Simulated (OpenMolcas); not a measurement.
**Ag2+ in NaF: curves along the breathing mode**

Ag2+ with its 6 nearest fluoride ions, on the Na site of NaF (a = 4.634 Å, distance in the model lattice 2.317 Å). The rest of the host is ab initio model potentials to 7.6 Å, with orthogonalisation functions on the cations behind the ligands, and point charges beyond; the distance is set by hand and nothing relaxes, and no local charge compensation is placed. Ligand basis ANO-RCC-VDZP.

* Program: OpenMolcas
* Method: SS-CASPT2, IPEA 0.25 Eh, imaginary shift 0.1 Eh (closed shells correlated: 4s 4p and the ligand valence shells)
* Basis: ANO-RCC-VDZP [6s5p3d1f]
* Scalar Hamiltonian: DKH2, point nucleus
* Active space: 9 electrons in 5 orbitals (4d)
* State averaging: 2S+1 = 2 even, 5 roots
* Spin-orbit coupling: state interaction with AMFI integrals over the reference wave functions

Spin-free energies (labels of O, the rotations of Oh) in cm-1 above the lowest fitted minimum, as all ligands move together:

```csv
R (Å),2E,2T2
2.123,10,16130
2.173,690,15490
2.223,2890,16580
2.273,6350,19050
2.323,10870,22840
2.373,16310,27650
2.423,22570,33410
```

Cubic fits give the following; the wavenumber is harmonic, with the mass of all moving ligands, small differences in it between states hang on the degree of the fit, a number in brackets counts states of one label, and the table is a selection of at most 14 states with clean curves.

```json
{"State": "2E", "R0 (Å)": "2.125", "Breathing mode (cm-1)": "437", "Minimum (cm-1)": "0"}
{"State": "2T2", "R0 (Å)": "2.166", "Breathing mode (cm-1)": "445", "Minimum (cm-1)": "15500"}
```

The minimum of 2T2 is shifted by +0.0405 Å against 2E (from the unrounded fits). With M = 114.0 u for the moving shell, the Huang-Rhys factor in this mode is S = M ω ΔR² / 2ħ = 0.01483 × 114.0 × 437 × 0.0405² = 1.21. Only the first shell moves, against a rigid host.

Roots that are degenerate in the reference are averaged as groups; the widest CASPT2 spread within a group is 72 cm-1 (the 3-fold group of multiplicity 2 near 12700 cm-1 above the lowest state of its run, R = 2.273). Shifts and gaps below about the spread of the groups concerned are not significant. Over all roots computed the reference weight is 0.74 in R = 2.123, 0.73 to 0.74 in R = 2.173, 0.73 to 0.74 in R = 2.223, 0.73 to 0.74 in R = 2.273, 0.73 to 0.74 in R = 2.323, 0.73 to 0.74 in R = 2.373, 0.73 to 0.74 in R = 2.423; a low but even weight reflects the number of correlated electrons. An orbital doublet at a regular site is open to a Jahn-Teller distortion, which this geometry leaves out. Ligand-to-metal charge-transfer states are missing. With one d shell and no ligand orbital active, 10Dq can be off by a tenth or more. Free-ion shares, where given, are those of the reference states; single-state CASPT2 does not remix them (holds for R = 2.273; R = 2.323; R = 2.373; R = 2.423). No measured value stands beside these numbers.
